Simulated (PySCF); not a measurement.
# J couplings in Ga(H2O)F3

Geometry (Å), atoms numbered from 1 in this order:
```xyz
7

Ga    0.0789   -0.0343   -0.8731
O     0.2774   -0.0005    1.1617
H    -0.2822   -0.7072    1.5191
H    -0.0927    0.8388    1.4760
F     1.6690   -0.2695   -1.5365
F    -0.6277    1.5692   -0.9132
F    -1.0229   -1.3964   -0.8341
```

Couplings: PBE/pcJ-1 (pcSseg-1 on Ga) in PySCF, geometry PBE0-D3(BJ)/def2-SVP; gas phase, one conformer, non-relativistic. Couplings are averaged over pairs made equivalent by symmetry, fast rotation or ring inversion, so a value needn't be that of the named pair in this geometry, while other rotamers aren't included; one pair stands for each set, and the list holds those of at least 0.8 Hz over up to four bonds.

Isotopes: $^{17}$O, $^{1}$H, $^{19}$F. Couplings to quadrupolar nuclei such as 17O and 33S are rarely resolved in practice.

```json
{"pair": "O2, H3", "bonds": "1", "J (Hz)": "?"}
{"pair": "O2, F5", "bonds": "2", "J (Hz)": "10.8"}
{"pair": "H3, H4", "bonds": "2", "J (Hz)": "-4.5"}
{"pair": "F5, F6", "bonds": "2", "J (Hz)": "?"}
```

Problem. Estimate the withheld couplings, with signs.

Solution. 
- $^{1}J$(O2,H3) = -76.9 Hz (bond length 0.970 Å)
- $^{2}J$(F5,F6) = -164.4 Hz (mean over equivalent pairs that range from -171.6 to -152.1 Hz in this conformer)

Relativistic effects of the heavier atoms present are left out.
